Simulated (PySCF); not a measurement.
# Ionisation energy of Co¹⁵⁺ by level of theory

Co¹⁵⁺ [Ne] 3s2 (1S) → Co¹⁶⁺ [Ne] 3s1 (2S), as a difference of total energies. Calculation: PySCF 2.14, in an even-tempered Gaussian basis (18 s from 1.2 bohr⁻², ratio 2.5; 11 p from 1.6 bohr⁻², ratio 2.5; 5 d from 6.4 bohr⁻², ratio 2.7; 4 f from 9.6 bohr⁻², ratio 2.7); the spin-free X2C one-electron Hamiltonian (Gaussian nucleus). Correlated levels: outer shells: 1s2 frozen; virtual orbitals above 40 to 60 times the deepest correlated orbital energy dropped. The calculations carry no spin-orbit coupling.

```csv
method,ionisation energy (eV)
UHF,508.30
LDA,511.18
PBE,511.49
PBE0,510.97
r2SCAN,509.09
MN15,509.31
M06-2X,511.41
MP2 (outer shells),510.65
SCS-MP2 (outer shells),510.90
```

How much does correlation contribute at MP2 (outer shells)?

510.65 − (508.30) = 2.35 eV, measured against UHF.

For comparison: 511.96 ± 0.06 eV (semi-empirical (NIST evaluation); NIST Atomic Spectra Database, ionization energies).
